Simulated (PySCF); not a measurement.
# Electric field gradients and quadrupole coupling constants

C₅H₁₃FSSi.
Z-matrix (Å and degrees, GFN2-xTB geometry), rows numbered from 1:
```
C 
C   1  1.5145
S   2  1.8301  1  112.62
Si  3  2.1387  2  101.34  1    71.08
C   4  1.9123  3  105.46  2   164.40
F   5  1.3940  4  106.99  3   175.41
C   5  1.5229  4  114.14  3    54.66
C   7  1.5243  5  112.12  4  -174.87
H   1  1.0878  2  110.82  3   -64.99
H   1  1.0884  2  109.71  3   175.01
H   1  1.0873  2  110.27  3    55.39
H   2  1.0890  1  110.86  3  -116.83
H   2  1.0890  1  111.62  3   121.34
H   4  1.4618  3  111.26  2   -77.01
H   4  1.4606  3  108.32  2    45.74
H   5  1.0968  4  111.57  3   -70.51
H   7  1.0918  5  107.99  4   -53.33
H   7  1.0920  5  108.49  4    63.87
H   8  1.0882  7  110.46  5    62.65
H   8  1.0872  7  110.51  5  -177.12
H   8  1.0875  7  110.12  5   -57.20
```

Field gradients from the PBE0/pcSseg-1 density (PySCF, non-relativistic), principal values in atomic units, ordered |Vxx| ≤ |Vyy| ≤ |Vzz|:

| atom | Vxx | Vyy | Vzz |
| --- | --- | --- | --- |
| S3 | 0.1780 | 2.0515 | -2.2295 |

**Question.** Find the asymmetry η = (Vxx − Vyy)/Vzz and the couplings χ = eQV/h (234.96 MHz × Q in barn × V in au), with Q(33S) = −0.0678 b.

**Answer.** 
```
atom                environment  nucleus     η  χzz (MHz)  χxx (MHz)  χyy (MHz)
  S3  sulfur bonded to C and Si      33S  0.84      35.52      -2.84     -32.68
```

**Question.** What is Vzz at S3 in SI units (1 au = 9.71736 × 10²¹ V/m²)?

**Answer.** -2.2295 au = -21.665 × 10²¹ V/m².

**Question.** And the gradient at the other heavy atoms, for which no coupling is worked out here?

**Answer.** 
```
atom                 environment  Vzz (au)     η
  C1               methyl carbon     0.082  0.28
  C2  sp3 carbon bound to sulfur     0.309  0.16
 Si4                SiH2 silicon     0.479  0.22
  C5              sp3 C–F carbon     0.572  0.13
  F6              alkyl fluorine     3.038  0.05
  C7            chain CH2 carbon     0.071  0.63
  C8               methyl carbon     0.072  0.35
```

Were the hydrogens deuterons (Q(2H) = 0.00286 b), χzz would run from 109 kHz (H14 and H15) to 213 kHz (H20).

The structure is a single GFN2-xTB conformer in the gas phase; no vibrational or solvent corrections. GFN2-xTB bond lengths can be off by several hundredths of an ångström, more for odd bonds, and the gradients follow them. These gradients aren't converged with respect to the basis.
